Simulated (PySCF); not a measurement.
PySCF input file for ethenyl(silyloxy)silane (C2H8OSi2), SMILES C=C[SiH2]O[SiH3], ωB97X-D3(BJ)/def2-SVP. 

```python
import numpy as np
from pyscf import gto, scf, dft
import os
os.environ['JAX_PLATFORMS'] = 'cpu'
from ase import Atoms, units
from ase.calculators.calculator import Calculator, all_changes
from sella import Sella

mol = gto.M(
    atom='''
    C    -1.53127180    1.89153759   -0.00000000
    C    -0.22398655    2.10123451    0.00000000
    Si    1.08744589    0.75062680   -0.00000000
    O     0.37118272   -0.70161497   -0.00000000
    Si   -0.39945364   -2.12061698    0.00000000
    H    -1.93408513    0.89116559   -0.00000000
    H    -2.25579497    2.69287338    0.00000000
    H     0.13328339    3.12475724   -0.00000000
    H     1.89921969    0.80701099    1.21809214
    H     1.89921970    0.80701099   -1.21809213
    H     0.01244307   -2.82159231    1.21417315
    H     0.01244308   -2.82159231   -1.21417314
    H    -1.83653195   -1.84348390    0.00000000
    ''',
    basis='def2-SVP',
    charge=0,
    spin=0,
    max_memory=1600,
    verbose=3,
)
mf = dft.RKS(mol, xc='wb97x-d3bj').density_fit(auxbasis='def2-universal-jkfit')
mf.grids.level = 3
mf.conv_tol = 1e-9
mf.max_cycle = 100
mf.kernel()
grad = mf.nuc_grad_method()
grad.grid_response = mol.nao <= 150
scan = grad.as_scanner()
scan.verbose = scan.base.verbose = 0
class SCF(Calculator):
    implemented_properties = ['energy', 'forces']
    def calculate(self, atoms=None, properties=None, system_changes=all_changes):
        super().calculate(atoms, properties, system_changes)
        e, g = scan(mol.set_geom_(self.atoms.positions, unit='Angstrom', inplace=False))
        assert scan.converged
        self.results = {'energy': float(e) * units.Hartree, 'forces': -np.asarray(g) * units.Hartree / units.Bohr}
atoms = Atoms(mol.elements, mol.atom_coords(unit='Angstrom'), calculator=SCF())
conv = Sella(atoms, order=0, internal=True, allow_fragments=True).run(fmax=0.002, steps=150)
mol_eq = mol.set_geom_(atoms.positions, unit='Angstrom', inplace=False)
print(mol_eq.tostring(format='xyz'))
mf.reset(mol_eq)
mf.verbose = 3
mf.kernel()
```

Program output:

```
converged SCF energy = -735.084228560336
     Step          Energy         fmax         cmax       rtrust          rho
Sella   0   -20002.660704       1.0931       0.0000       0.1000       1.0000
Sella   1   -20002.802972       1.0931       0.0000       0.1000       1.2643
Sella   2   -20002.826191       0.3366       0.0000       0.1000       1.1419
Sella   3   -20002.828327       0.1879       0.0000       0.1000       1.4161
Sella   4   -20002.829455       0.1054       0.0000       0.1000       1.2350
Sella   5   -20002.829712       0.0277       0.0000       0.1000       1.3721
Sella   6   -20002.829853       0.0307       0.0000       0.1000       1.3667
Sella   7   -20002.829928       0.0296       0.0000       0.1000       1.3684
Sella   8   -20002.829977       0.0196       0.0000       0.1000       1.5208
Sella   9   -20002.830074       0.0236       0.0000       0.1000       1.6596
Sella  10   -20002.830564       0.0477       0.0000       0.1000       1.8118
Sella  11   -20002.832783       0.0938       0.0000       0.1000       1.4200
Sella  12   -20002.836628       0.1077       0.0000       0.1000       1.0612
Sella  13   -20002.841912       0.0910       0.0000       0.1150       0.9876
Sella  14   -20002.848940       0.0762       0.0000       0.1150       0.9340
Sella  15   -20002.855057       0.0710       0.0000       0.1150       0.8736
Sella  16   -20002.857457       0.0446       0.0000       0.1150       0.6591
Sella  17   -20002.857534       0.0409       0.0000       0.1150       0.9899
Sella  18   -20002.857552       0.0133       0.0000       0.1150       1.4617
Sella  19   -20002.857560       0.0085       0.0000       0.1150       1.1331
Sella  20   -20002.857561       0.0041       0.0000       0.1150       1.3992
13
XYZ from PySCF
C          -1.47292136        2.20339963        0.02627424
C          -0.13548068        2.23015073        0.00026104
Si          0.87386275        0.66574204       -0.02007689
O          -0.19063393       -0.61128478        0.00052180
Si         -0.25151544       -2.26800420        0.00039591
H          -2.01876060        1.25269683        0.03652716
H          -2.07559242        3.11954243        0.03837882
H           0.37324610        3.20394536       -0.00925300
H           1.77433908        0.59039124        1.16930299
H           1.72678114        0.59105655       -1.24405701
H           0.44946723       -2.81276817        1.19980486
H           0.40265369       -2.81084313       -1.22603313
H          -1.67878076       -2.68625938        0.02761750
converged SCF energy = -735.091462936037
```

The run converged.

Cost: very roughly 4 core-minutes.
